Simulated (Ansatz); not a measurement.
Cost and result up the ladder for Sn3S3 (6 atoms). Charge 0, multiplicity 1. Geometry: r2SCAN-D4/def2-SVP.

```xyz
6

Sn   -0.425   -1.263    2.099
Sn   -1.888    0.206   -1.567
Sn    2.186    0.871   -0.470
S    -1.414   -1.729   -0.110
S     0.185    1.511   -1.759
S     1.357    0.404    1.807
```

Ansatz on 4 threads of Arm Neoverse V1 on a shared host. Times are rough, and most runs start from the orbitals of an earlier one. PBE0-D4/def2-TZVP serves as the yardstick here, not as an exact answer. Differences are given only for rows in sets of like size (and for xTB, whose basis is part of the method), since another set adds its own error. Binding counts from free atoms at the same level (Sn triplet, S triplet; other spins of the atoms weren't run), without zero-point energy or a counterpoise term.

In the def2 sets Sn takes a core potential; there is no spin–orbit coupling. LC-ωPBE has ω = 0.4 bohr⁻¹. Correlated methods freeze 27 core orbitals; core or outer-core shells of Sn are correlated, in sets that lack core-valence functions. The rows differ in basis, and correlated rows in double-zeta sets carry the largest basis error. Another isomer (singlet) lies 0.72 eV lower at PBE0-D4/def2-TZVP; other spin states weren't run for this one.

Correlated methods converge slowly with the basis, most of all in double-zeta sets.

```csv
level,functions,wall time,binding energy per atom (eV),difference from PBE0-D4/def2-TZVP (eV)
PBE-D4/def2-TZVP (with forces),261,4.9 s,3.25,0.17
LC-ωPBE/def2-TZVP,261,7.5 s,2.80,-0.28
HF/def2-TZVP,261,8.5 s,1.73,-1.35
r2SCAN-D4/def2-TZVP,261,11 s,3.11,0.02
PBE0-D4/def2-TZVP,261,12 s,3.08,0.00
CCSD(T)/def2-SVP,132,30 s,2.57,–
```
